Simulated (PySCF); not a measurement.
## Dipole response of V²⁺ (vanadium, charge +2)

[Ar] 3d3, high-spin 4F determinant. Computed with PySCF 2.14 in x2c-TZVPPall with one added diffuse shell each of s, p, d, f type (7s6p5d3f1g, 80 functions), with scalar relativity by spin-free X2C-1e. Coupled (time-dependent) response in atomic units; α is the mean over directions.

```csv
method,mean α (bohr³),C₆ (like pair),S(−4)
UHF,3.960,11.89,9.185
PBE,4.968,14.78,20.35
PBE0,4.581,13.67,15.41
```

S(−4) is the Cauchy moment in α(ω) = α(0) + S(−4) ω² + …

α(iu) at UHF:

```
u (hartree)  α(iu) (bohr³)
          0          3.960
     0.0500          3.937
      0.100          3.872
      0.200          3.650
      0.300          3.374
      0.500          2.850
      0.750          2.347
       1.00          1.968
       1.50          1.427
       2.00          1.065
       3.00         0.6420
       5.00         0.2990
```

For an ion, C₆ is the dispersion term alone; charge-induced terms of lower order in 1/R come first.
